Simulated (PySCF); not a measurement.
## `C#Cc1cc(C)cc2c1COB2O`: 4 charge schemes on one density

Compound: C₁₀H₉BO₂.
Geometry (PBE0-D3(BJ)/def2-SVP, Å), atoms numbered from 1 in this order:
```xyz
22
C10H9BO2 angstrom
C     -0.1054    3.8620    0.4952
C      0.0756    2.6790    0.2920
C      0.2567    1.2814    0.0617
C      1.5045    0.7566   -0.3110
C      1.6979   -0.6116   -0.5428
C      3.0584   -1.1325   -0.9091
C      0.6081   -1.4789   -0.4010
C     -0.6420   -0.9829   -0.0292
C     -0.8131    0.3853    0.1983
C     -2.2359    0.6802    0.5724
O     -2.9114   -0.5634    0.5729
B     -2.0566   -1.5842    0.2301
O     -2.4592   -2.8720    0.1582
H     -0.2591    4.9099    0.6753
H      2.3455    1.4457   -0.4225
H      2.9881   -2.0402   -1.5255
H      3.6425   -0.3851   -1.4652
H      3.6355   -1.3937   -0.0063
H      0.7413   -2.5492   -0.5844
H     -2.3147    1.1492    1.5683
H     -2.7158    1.3661   -0.1472
H     -3.3951   -2.9673    0.3674
```

Density: PBE0/pcSseg-1 (PySCF); schemes: Mulliken, IAO, Hirshfeld and ESP-fitted. Isolated species at its PBE0-D3(BJ)/def2-SVP geometry (one conformer only).

Q: At which atom do the 4 schemes differ most?

A: At C5: from -0.300 (Mulliken) to +0.327 e (ESP-fitted), 0.627 e apart.

Q: For which atoms does the sign change between the 4 schemes (beyond +0.03 e in one, beyond −0.03 e in another)?

A: C2, C3, C4, C5 and C10.

Q: Give the atomic charges in each scheme.

A: In e:

```
atom                  environment  Mulliken     IAO  Hirshfeld  ESP-fitted
  C1       terminal alkyne carbon    -0.434  -0.235     -0.109      -0.458
  C2                alkyne carbon    +0.425  -0.033     -0.043      +0.026
  C3  substituted aromatic carbon    -0.170  -0.027      0.000      +0.067
  C4           aromatic CH carbon    +0.037  -0.135     -0.038      -0.314
  C5  substituted aromatic carbon    -0.300  +0.013     +0.010      +0.327
  C6         benzylic-type carbon    -0.141  -0.418     -0.112      -0.536
  C7           aromatic CH carbon    -0.036  -0.127     -0.037      -0.356
  C8  substituted aromatic carbon    -0.125  -0.162     -0.089      -0.122
  C9  substituted aromatic carbon    -0.374  +0.012     +0.003      -0.057
 C10   sp3 carbon bound to oxygen    +0.296  -0.052     +0.010      +0.213
 O11           boron-bound oxygen    -0.505  -0.424     -0.192      -0.553
 B12       three-coordinate boron    +0.584  +0.478     +0.227      +0.705
 O13           boron-bound oxygen    -0.397  -0.533     -0.255      -0.703
 H14              alkyne hydrogen    +0.066  +0.204     +0.096      +0.321
 H15            aromatic hydrogen    +0.072  +0.155     +0.052      +0.200
 H16              methyl hydrogen    +0.126  +0.148     +0.048      +0.152
 H17              methyl hydrogen    +0.125  +0.147     +0.047      +0.147
 H18              methyl hydrogen    +0.143  +0.154     +0.047      +0.157
 H19            aromatic hydrogen    +0.070  +0.150     +0.053      +0.207
 H20           methylene hydrogen    +0.146  +0.158     +0.050      +0.066
 H21           methylene hydrogen    +0.146  +0.158     +0.050      +0.065
 H22            hydroxyl hydrogen    +0.248  +0.368     +0.184      +0.446
```

Mean size of the charges over all atoms: ESP-fitted 0.282 e, Mulliken 0.226 e, IAO 0.195 e, Hirshfeld 0.080 e. Each set sums to the total charge, 0, to within 0.001 e. The Hirshfeld scheme divides the density at each point in proportion to the densities of the neutral, spherically averaged free atoms. The Mulliken scheme counts on each atom the diagonal of the density matrix times the overlap matrix over that atom's basis functions.

Q: How many electrons does the ESP-fitted scheme count on O11?

A: Z − q = 8 − (-0.553) = 8.553.

Q: Sum the charges by element, for elements with more than one atom.

A: 
| element | atoms | Mulliken | IAO | Hirshfeld | ESP-fitted |
| --- | --- | --- | --- | --- | --- |
| C | 10 | -0.823 | -1.163 | -0.406 | -1.211 |
| O | 2 | -0.903 | -0.957 | -0.448 | -1.256 |
| H | 9 | +1.141 | +1.643 | +0.626 | +1.761 |

Q: How closely do the schemes follow one another over all atoms?

A: Correlation coefficient and root-mean-square difference: IAO with Hirshfeld 0.98, 0.143 e; IAO with ESP-fitted 0.93, 0.147 e; Hirshfeld with ESP-fitted 0.93, 0.252 e; Mulliken with Hirshfeld 0.74, 0.210 e; Mulliken with IAO 0.73, 0.195 e; Mulliken with ESP-fitted 0.70, 0.249 e.
